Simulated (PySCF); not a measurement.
## From computed data to an observable: entropy of an ideal gas

H4N2O2W, SMILES [NH2][W](=[NH])(=[O])[OH], multiplicity 1.

The structure is a stationary point at PBE-D3(BJ)/def2-SVP. The multiplicity is an assumed one; no other spin state was optimised. The structure was generated by enumeration; whether it is a known compound was not checked. The def2 effective core potentials stand for the cores of W; spin–orbit coupling is left out. The values are those of a single conformer.

PBE-D3(BJ)/def2-SVP (PySCF) gives the harmonic wavenumbers 190, 210, 215, 229, 250, 301, 366, 427, 526, 598, 631, 656, 692, 712, 942, 975, 1464, 3477, 3515, 3580, 3761 cm⁻¹ and the rotational temperatures 0.1707, 0.1508, 0.1484 K. The molar mass is 247.88 g/mol, the symmetry number 1, the spin multiplicity 1.

### Question
Work out the entropy at 298.15 K and 1 atm in the rigid-rotor, harmonic-oscillator model.

### Answer

Translation (Sackur–Tetrode at 1 atm): S = R[1.5 ln M + 2.5 ln T − 1.16487] = 177.5 J/(mol K).
Rotation: q = (√π/σ) T^1.5/√(θA θB θC) = 148000, S = R[ln q + 3/2] = 111.4 J/(mol K).
Vibration: with u = 1.4388 ν/T, each mode gives R[u/(e^u − 1) − ln(1 − e^−u)]:
| ν (cm⁻¹) | modes | u | S (J/(mol K)) |
|---|---|---|---|
| 190 | 1 | 0.92 | 9.32 |
| 210 | 1 | 1.01 | 8.55 |
| 215 | 1 | 1.04 | 8.37 |
| 229 | 1 | 1.11 | 7.89 |
| 250 | 1 | 1.21 | 7.24 |
| 301 | 1 | 1.45 | 5.91 |
| 366 | 1 | 1.77 | 4.59 |
| 427 | 1 | 2.06 | 3.63 |
| 526 | 1 | 2.54 | 2.49 |
| 598 | 1 | 2.89 | 1.90 |
| 631 | 1 | 3.05 | 1.67 |
| 656 | 1 | 3.17 | 1.52 |
| 692 | 1 | 3.34 | 1.32 |
| 712 | 1 | 3.44 | 1.22 |
| 942 | 1 | 4.55 | 0.49 |
| 975 | 1 | 4.71 | 0.43 |
| 1464 | 1 | 7.06 | 0.06 |
The stiffer modes add less than 0.005 each. Sum 66.6 J/(mol K).
Spin: R ln 1 = 0.0 J/(mol K).
Total 355.5 J/(mol K); the program's own thermochemistry gives 355.6. Translation makes up 50 % and vibration 19 %. Anharmonicity, hindered rotation and orbital degeneracy are left out.
